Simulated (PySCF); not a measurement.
## NMR data sheet: C8H8O

```yaml
Formula: C8H8O
SMILES: C=C1C=C/C1=C\C(C)=O
InChI: InChI=1S/C8H8O/c1-6-3-4-8(6)5-7(2)9/h3-5H,1H2,2H3/b8-5+
Point_group_of_the_computed_structure: C1
Degrees_of_unsaturation: 5
Carbon_signals: 8
Proton_signals: 6
```

Bonds (- single, = double, # triple, : aromatic): C1=C2, C2-C3, C3=C4, C4-C5, C5=C6, C6-C7, C7-C8, C7=O9, C5-C2. C1 carries H10, H11; C3 carries H12; C4 carries H13; C6 carries H14; C8 carries H15, H16, H17. Stereochemistry as in C=C1C=C/C1=C\C(C)=O. H11 is cis to C3; H10 is trans to C3.

How the numbers were obtained: shielding tensors at PBE0/pcSseg-1 (GIAO), coordinates at the GFN2-xTB level, in PySCF (one conformer, isolated molecule, relativity neglected, fast rotation and ring inversion assumed for equivalent nuclei).

Referencing at the same level of theory: 1H (σref 31.72), 13C (σref 186.93) vs TMS; 17O (σref 336.08) vs H2O.

```tsv
carbon	δC, type	δH (multiplicity)	HMBC from (2–3 bonds)	span of the C tensor (ppm)
C1	101.1, CH2	H10 5.06 (m); H11 5.00 (m)	H12	175
C2	155.9, C	–	H13, H12, H14, H10, H11	202
C3	165.3, CH	7.60 (d)	H13, H10, H11	224
C4	159.6, CH	8.20 (d)	H12, H14	225
C5	163.5, C	–	H13, H12, H14, H10, H11	199
C6	110.4, CH	5.90 (s)	H13, H15/H16/H17	152
C7	200.2, C	–	H14, H15/H16/H17	198
C8	34.9, CH3	2.28 (s)	H14	59
```

Other nuclei:
| atoms | nucleus | environment | δ (ppm) | σ (ppm) |
| --- | --- | --- | --- | --- |
| O9 | 17O | ketone oxygen | 638.9 | -302.9 |

- Carbon types of the structure: 3 × C, 3 × CH, 1 × CH2, 1 × CH3, which accounts for all hydrogens.
- δC 200.2: ketone carbonyl carbon; low-lying n→π* states of the double bond to the heteroatom give a large paramagnetic term (-261 ppm).
- δC 163.5: β carbon of a C=C–C=O unit; conjugation with the carbonyl draws π density from the β position.
- δC 155.9: fully substituted alkene carbon; as expected for a trigonal carbon in a double bond.
- δC 110.4: α carbon of a C=C–C=O unit; the olefinic region.
- δC 101.1: terminal =CH2 carbon; the olefinic region.

Shifts are as computed. Against solution values, carbons near 30 ppm lie about +3 ppm off and those near 130 ppm about +5 ppm. Of 1211 compounds with measured shifts, 218 miss one by over three times the rms of a fit or turn the order of signals round; such compounds aren't used in these exercises. Unscaled 17O shifts of doubly bonded oxygen tend to come out too high, by tens of ppm or more. Experimental scales use liquid or dissolved standards, which lie at an offset from isolated H2O (liquid H2O: subtract about 36 ppm). Multiplicities follow the n + 1 count of equivalent neighbours, as no J values were calculated; m marks all less simple cases, F and P coupling included.
